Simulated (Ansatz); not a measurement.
Computed with Ansatz on PBE0-D4/def2-TZVP structures; ΔE is electronic, products minus reactants. CCSD(T)/CBS adds triple-zeta CCSD(T) − MP2 to the extrapolated MP2 energy (def2 sets, frozen cores). This one scheme is used for every species. DFT in def2-TZVPP. B3LYP here is the variant with VWN-RPA as its local correlation; programs differ in this. Each species was taken in one conformer, which may not be the lowest.

Consider the hydrogenolysis of the Si–F bond: `CCO[Si](C)(F)F` + H₂ → `CCO[SiH](C)F` + H–F.

```
             level  ΔE (kcal/mol)  difference from CCSD(T)/CBS
            PBE-D4           33.7                         -1.2
         r2SCAN-D4           37.4                          2.5
           PBE0-D4           33.8                         -1.1
          B3LYP-D4           35.9                          1.0
           ωB97X-V           35.5                          0.6
           ωB97M-V           36.0                          1.1
            B2PLYP           35.5                          0.6
               PBE           33.0                         -1.9
            r2SCAN           37.2                          2.3
              PBE0           33.2                         -1.7
             B3LYP           34.8                         -0.1
     HF/def2-TZVPP           35.5                          0.6
    MP2/def2-TZVPP           35.4                          0.5
SCS-MP2/def2-TZVPP           35.2                          0.3
   CCSD/def2-TZVPP           34.7                         -0.2
CCSD(T)/def2-TZVPP           34.9                          0.0
     HF/def2-QZVPP           35.9                          1.0
    MP2/def2-QZVPP           35.6                          0.7
SCS-MP2/def2-QZVPP           35.3                          0.4
      HF/CBS(def2)           35.9                          1.0
     MP2/CBS(def2)           35.4                          0.5
    CCSD/CBS(def2)           34.7                         -0.2
       CCSD(T)/CBS           34.9                            0
```

Largest T1 diagnostic among the species: 0.011.

The D4 term adds +1.1 kcal/mol with B3LYP and +0.6 kcal/mol with PBE0; it sums over pairs of atoms, weighted by their polarisabilities, and B3LYP, whose exchange is more repulsive, gets the larger term.
